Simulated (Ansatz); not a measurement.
Mulliken charges of C₂H₂STe (`SC#C[TeH]`) from ωB97M-V/def2-TZVPP in Ansatz (PBE0-D4/def2-TZVP geometry).

| atom | x (Å) | y (Å) | z (Å) | charge (e) |
| --- | --- | --- | --- | --- |
| S1 | 2.369 | 0.454 | -0.049 | -0.029 |
| C2 | 0.773 | -0.024 | 0.030 | -0.174 |
| C3 | -0.379 | -0.365 | 0.207 | -0.195 |
| Te4 | -2.215 | -1.130 | 0.444 | 0.278 |
| H5 | 2.434 | 0.657 | -1.380 | 0.120 |
| H6 | -2.941 | 0.344 | 0.701 | 0.001 |

**Question.** By hand: the dipole of these point charges (1 e Å = 4.8032 D).

**Answer.** Σ q r = (-0.456, -0.173, -0.086) e Å, of length 0.495 e Å = 2.38 D.

**Question.** How does the dipole of the full density compare? (Estimate.)

**Answer.** The calculation gave: (-0.079, 0.010, -0.150) e Å, 0.82 D; the point charges give 2.90 times that, at 56° from its direction.

Point charges leave out the atoms' own dipoles, such as those of lone pairs, and Mulliken's split depends on the basis, so the two needn't agree.
